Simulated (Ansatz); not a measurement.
C2H8GeSi (`C=[CH][GeH2][SiH3]`). The species carries charge 0 and has multiplicity 1. All single points use the PBE0-D4/def2-TZVP geometry. It is one conformer, not always the lowest.

```xyz
12

C    -1.425    0.141    1.908
C    -0.399    0.631    1.224
Ge    0.820   -0.471    0.189
Si    0.592   -0.010   -2.138
H    -1.635   -0.924    1.947
H    -2.102    0.784    2.465
H    -0.235    1.707    1.220
H     0.493   -1.948    0.481
H     2.273   -0.193    0.623
H     0.831    1.436   -2.394
H    -0.782   -0.352   -2.594
H     1.571   -0.800   -2.932
```

Problem. What is the dipole moment at B3LYP/def2-TZVPP? (Best estimate.)

Solution. The calculation gave: 0.57 D, with components (-0.38, 0.26, 0.33) D in this frame, pointing from negative to positive charge.

Problem. And with PBE, r2SCAN, ωB97M-V? (Estimate.)

Solution. Computed: PBE 0.59 D, r2SCAN 0.59 D, ωB97M-V 0.56 D.

Problem. Give the Mulliken charges with B3LYP, ωB97M-V, r2SCAN in def2-TZVPP. (An estimate is asked.)

Solution. The calculation gave: 
```tsv
atom	B3LYP	ωB97M-V	r2SCAN
C1	-0.19	-0.17	-0.13
C2	-0.20	-0.23	-0.19
Ge3	0.15	0.05	0.15
Si4	0.13	0.05	0.14
H5	0.09	0.09	0.07
H6	0.11	0.11	0.08
H7	0.10	0.11	0.09
H8	-0.02	0.02	-0.02
H9	-0.02	0.02	-0.02
H10	-0.06	-0.02	-0.06
H11	-0.05	-0.01	-0.06
H12	-0.05	-0.02	-0.06
```

B3LYP here is the variant with VWN-RPA as its local correlation; programs differ in this.
